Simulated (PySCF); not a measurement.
## Ionisation energy of B⁺ by level of theory

B⁺ [He] 2s2 (1S) → B²⁺ [He] 2s1 (2S), as a difference of total energies. Calculation: PySCF 2.14, in def2-SVP; the non-relativistic Hamiltonian (point nucleus). Correlated levels: valence: 1s2 frozen. The calculations carry no spin-orbit coupling.

```csv
method,ionisation energy (eV)
UHF,23.260
r2SCAN,24.111
PBE0,24.441
SCS-MP2 (valence),24.333
```

Q: Estimate what MP2 (valence) gives.

A: 24.154 eV, closest to r2SCAN among the rows shown.

Q: Estimate what CCSD (valence) gives.

A: 24.874 eV, closest to PBE0 among the rows shown.

Errors of the correlated levels include the incompleteness of this basis and the frozen core.

With two correlated electrons CCSD is exact in that space.

The coupled-cluster amplitudes are large for B⁺ (T1 above 0.03 or a double amplitude above 0.15), so a single reference is strained.

For comparison: 25.155 eV (measured; NIST Atomic Spectra Database, ionization energies).
